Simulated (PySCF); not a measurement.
**Chlorine: highly charged ions in a basis for the neutral atom**

Cl(9+) [He] 2s2 2p4, Cl(10+) [He] 2s2 2p3. All numbers are calculated (PySCF 2.14, scalar relativity by spin-free X2C-1e, in x2c-SVPall). No spin-orbit coupling, so a gap to NIST mixes the basis error with missing relativistic terms.

Changed run: basis of the neutral atom used for a highly charged ion. This setting is unsound on purpose.

```
species  method  sound run (hartree)  changed run (hartree)  converged
 Cl(9+)     UHF              not run             -418.30478        yes
 Cl(9+)    PBE0              not run             -418.45774        yes
 Cl(9+)    MN15              not run             -418.61310        yes
Cl(10+)     UHF              not run             -401.39125        yes
Cl(10+)    PBE0              not run             -401.46749        yes
Cl(10+)    MN15              not run             -401.63389        yes
```

Ionisation energy of Cl(9+):

```
method  changed run (eV)    NIST (eV)
   UHF            460.24  456.7 ± 0.4
  PBE0            462.33  456.7 ± 0.4
  MN15            462.03  456.7 ± 0.4
```

The contracted functions were made for the neutral atom and can be too rigid for a highly charged ion.
